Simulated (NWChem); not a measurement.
System: SnHF, singlet; SMILES [SnH][F]

Here is an NWChem input.

```
start job
memory heap 200 mb stack 900 mb global 1100 mb
geometry units angstroms noautoz
  Sn     0.019398     0.304729     0.000000
  H     -1.763091     0.510438     0.000000
  F     -0.068641    -1.653478     0.000000
end
basis spherical
  * library def2-svp
end
ecp
  Sn library def2-ecp
end
dft
  xc xcamb88 1.00 lyp 0.81 vwn_5 0.19 hfexch 1.00
  cam 0.33 cam_alpha 0.19 cam_beta 0.46
  iterations 150
  vectors input atomic output neutral.movecs
end
task dft energy
charge 1
dft
  odft
  mult 2
  vectors input atomic output cation.movecs
end
task dft energy
```

Low-valent species are run as closed-shell singlets; no triplet was tried in these runs. Structure relaxed at the PBE0/def2-SVP level. No frequency run checked for a minimum. def2 effective core potentials on Sn; no spin-orbit coupling.

Ions are spin-unrestricted doublets at the neutral geometry; other ion states weren't tried.

Question: What results follow from this input? (CAM-B3LYP/def2-SVP with def2 effective core potentials on Sn, vertical spin-unrestricted ions.) Quantities: vertical ionisation energy, ΔSCF (eV); −ε(HOMO) (eV).

Answer: 
```yaml
vertical ionisation energy, ΔSCF (eV): 9.47
"−ε(HOMO) (eV)": 8.18
```
